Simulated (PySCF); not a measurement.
**Adding and removing an electron: WBr**

PBEsol; basis W def2-TZVPPD with ECP60, Br def2-TZVPPD; scalar-relativistic core potentials; PySCF 2.14. Neutral (UKS): sextet (σ ↑, π ↑↑, δ ↑↑), Re = 2.401 Å, ωe = 263 cm⁻¹, HOMO -4.66 eV, LUMO -3.54 eV.

WBr⁻ (UKS): septet (σ ↑↑, π ↑↑, δ ↑↑), Re = 2.592 Å, ωe = 167 cm⁻¹. The energies at the minima are -2639.05054 hartree for WBr and -2639.08932 for WBr⁻.

Problem. Work out the adiabatic electron affinity, without and with harmonic zero-point energies (1 hartree = 27.2114 eV, 1 eV = 8065.5 cm⁻¹), and the change of the bond length.

Solution. At PBEsol: 0.03878 hartree = 1.055 eV between the minima; the zero-point term (263.0 − 167.0)/2 cm⁻¹ = +0.006 eV makes it 1.061 eV. Re changes by +19.1 pm against the neutral. The electron enters a σ orbital, and the longer bond of the ion fits an antibonding orbital, or a change in how ionic the bond is.

De is left out where the level can put another filling of the metal’s s and d shells below the measured ground configuration, by anything from nothing to about 1 eV. These are scalar-relativistic numbers at best; spin–orbit coupling would shift them, the dissociation energy most. The highest Kohn–Sham level is positive in this anion. Much of that is self-interaction error, but it also means that the finite basis helps to hold the extra electron. The state is the lowest single determinant that the PBE0 search found; with open d or f shells the true ground state can be another one.
